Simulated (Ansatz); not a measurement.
PBE exchange is replaced step by step with exact exchange (0 % is PBE, 25 % PBE0; no dispersion term), basis def2-TZVPD, Ansatz. System: In3⁻. Charge -1, multiplicity 1. Geometry: PBE-D4/def2-SVPD.

Geometry of the singlet:

Cartesian coordinates in Å:
```
In -1.691 -0.021 -0.083
In 0.782 0.907 1.204
In 0.908 -0.885 -1.121
```

In the def2 sets In takes a core potential; there is no spin–orbit coupling. At PBE-D4/def2-TZVPD, PBE0-D4/def2-TZVPD the restricted singlet is unstable: a solution with broken spin symmetry lies lower. At PBE-D4/def2-TZVPD, PBE with 5 % exact exchange/def2-TZVPD, PBE with 10 % exact exchange/def2-TZVPD the highest occupied level of the charge -1 singlet lies above zero (up to 0.28 eV). Its loss leaves the charge 0 doublet, which lies 1.54 eV higher (vertical, at PBE-D4/def2-TZVPD), but this difference is unsure: the doublet is doubtful (geometry relaxed on an unsound state). The restricted singlet is unstable towards broken spin symmetry at other levels; at PBE with 5 % exact exchange/def2-TZVPD, PBE with 10 % exact exchange/def2-TZVPD, PBE with 15 % exact exchange/def2-TZVPD, PBE with 35 % exact exchange/def2-TZVPD and others this wasn't settled. The geometry of the singlet was relaxed on an unsound state (restricted singlet, unstable towards broken spin symmetry at other levels and untested here). The order of the spin states hangs on the level: the quintet lies 0.09 eV below the singlet at PBE0-D4/def2-TZVPD, but 0.07 eV above it at PBE-D4/def2-TZVPD. The singlet is doubtful at PBE0-D4/def2-TZVPD (restricted singlet, unstable towards broken spin symmetry). The singlet is doubtful at PBE-D4/def2-TZVPD (restricted singlet, unstable towards broken spin symmetry). The structure comes from a short search, and lower isomers may exist.

| exact exchange (%) | HOMO (eV) | LUMO (eV) | gap (eV) |
| --- | --- | --- | --- |
| 0 | 0.28 | 0.64 | 0.36 |
| 5 | 0.17 | 0.75 | 0.58 |
| 10 | 0.06 | 0.85 | 0.79 |
| 15 | -0.05 | 0.96 | 1.01 |
| 25 | -0.28 | 1.17 | 1.46 |
| 35 | -0.52 | 1.38 | 1.90 |
| 50 | -0.88 | 1.70 | 2.58 |
